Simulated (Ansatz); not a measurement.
Basis-set extrapolation for C7H9N (`Cc1ccccc1N`) (PBE0-D4/def2-TZVP geometry, frozen core, Ansatz). Multiplicity 1, RHF reference.

```
                      def2-TZVPP   def2-QZVPP
                 HF  -324.891852  -324.906017
    MP2 correlation    -1.337081    -1.422926
CCSD(T) correlation    -1.440319      not run
```

Energies in hartree. Use E(X) = E(∞) + A·exp(−7.88·√X) for Hartree–Fock and E(X) = E(∞) + B·X^(−2.97) for correlation, with X = 3 and 4, and add CCSD(T) minus MP2 of the smaller set to the MP2 limit.

Task: What is the CCSD(T) energy at the basis-set limit?

Result: HF limit: -324.906017 + (-0.014165) × 0.13774 = -324.90797. MP2 limit: -1.422926 + (-0.085845) × 0.74074 = -1.48651. Higher-order term: -1.440319 − (-1.337081) = -0.10324. Total: -326.49772 hartree, 4.50 eV below CCSD(T)/def2-TZVPP.
